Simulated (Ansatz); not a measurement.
Stepwise reaction of `[Cl][Sn][Cl]` with methanol, as a gas-phase model of exchange steps in deposition or etching. ΔE in kJ/mol; ΔG adds harmonic PBE0-D4 terms to CCSD(T)/CBS, at 1 bar.

Program: Ansatz. Geometries: PBE0-D4/def2-TZVP. ΔE: electronic, gas phase. CCSD(T)/CBS adds triple-zeta CCSD(T) − MP2 to the extrapolated MP2 energy (def2 sets, frozen cores). This one scheme is used for every species. DFT in def2-TZVPP. B3LYP here is the variant with VWN-RPA as its local correlation; programs differ in this. Elements past krypton have def2 core potentials. For Sn outer-core shells are correlated without core-valence functions, which leaves a few kJ/mol of doubt a bond. One conformer a species, not always the lowest.

```csv
step,reaction,PBE-D4,B3LYP-D4,ωB97M-V,CCSD(T)/CBS,ΔG(600 K)
2,`C[O][Sn][Cl]` + CH₃OH → `C[O][Sn][O]C` + HCl,81.4,80.8,82.1,79.3,78.0
```

**Question.** Give the row of step 1, `[Cl][Sn][Cl]` + CH₃OH → `C[O][Sn][Cl]` + HCl. (An estimate is asked.)

**Answer.** Computed: 
```json
{"step": "1", "reaction": "`[Cl][Sn][Cl]` + CH₃OH → `C[O][Sn][Cl]` + HCl", "PBE-D4": "55.5", "B3LYP-D4": "56.8", "ωB97M-V": "57.8", "CCSD(T)/CBS": "53.5", "ΔG(600 K)": "51.2"}
```

**Question.** By hand: ΔE of the 2 steps together at CCSD(T)/CBS.

**Answer.** (53.5) + (79.3) = 132.8 kJ/mol, or 66.4 kJ/mol a step.

In ΔE each step is higher than the one before. All are uphill at CCSD(T)/CBS. ΔG lies between 51.2 and 78.0 kJ/mol a step. PBE-D4 differs from CCSD(T)/CBS by 2.0 to 2.1 kJ/mol a step. Isolated molecules leave out the surface, adducts and barriers. Largest T1 diagnostic: 0.017.
